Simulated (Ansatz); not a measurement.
Geometry optimisation, RKS B3LYP-D4/def2-SVP in Ansatz.

The input (input.yaml):

```yaml
crystal:
  periodic: [false, false, false]
  atoms:
    - { symbol: B, position_ang: [0.0, 0.0, 0.0] }
    - { symbol: Cl, position_ang: [0.0, 0.0, 2.21] }
    - { symbol: F, position_ang: [1.1431, 0.0, -0.66] }
    - { symbol: F, position_ang: [-1.1431, 0.0, -0.66] }
    - { symbol: H, position_ang: [0.0623, -1.4126, 0.4698] }
    - { symbol: H, position_ang: [0.0555, -1.258, 1.3665] }
basis:
  gaussian: { orbitals: def2-SVP }
hamiltonian:
  xc: b3lyp
  dispersion: d4
relax:
  f_tol: 0.15
  max_steps: 25
  restrain:
    - { distance: [0, 4], at: 1.19, k: 30.0 }
    - { distance: [5, 1], at: 1.37, k: 30.0 }
    - { distance: [0, 1], at: 3.06, k: 30.0 }
    - { distance: [5, 4], at: 1.86, k: 30.0 }
output:
  orbitals: {}
```

Run as:

```bash
$ ansatz run input.yaml --threads 1 --pin off --max-ram 2048MiB --backend cpu --events-out ev --progress --plain --runs-dir out
```

Q: Where does it end, and by what steps?

A: The forces met the threshold. The restraints hold the end off the free minimum; the threshold counts their pulls, which the force column leaves out. Restrained pairs: B1–H5 (1.49 → 1.20 Å), Cl2–H6 (1.52 → 1.33 Å), B1–Cl2 (2.21 → 3.06 Å), H5–H6 (0.91 → 1.87 Å). After 6 steps the energy has fallen by 2.350 eV (the restraints' own energy left out); B1 moved furthest, 0.59 Å.

| step | energy less start (eV) | largest force component (eV/Å) | accepted |
| --- | --- | --- | --- |
| 0 | 0.0000 | 3.867 | yes |
| 1 | -0.4767 | 5.644 | yes |
| 2 | -1.5518 | 3.928 | yes |
| 3 | -2.2124 | 0.977 | yes |
| 4 | -2.3347 | 0.746 | yes |
| 5 | -2.3006 | 1.133 | yes |
| 6 | -2.3495 | 0.935 | yes |

```xyz
6
Properties=species:S:1:pos:R:3
B 0.006 -0.417 -0.412
Cl -0.011 -0.001 2.620
F 1.137 0.192 -0.687
F -1.128 0.172 -0.713
H 0.012 -1.519 0.051
H 0.102 -1.096 1.867
```

Run time: 9.7 s on 1 thread of Intel(R) Xeon(R) 6975P-C (Granite Rapids) (shared host), peak memory 0.15 GiB.
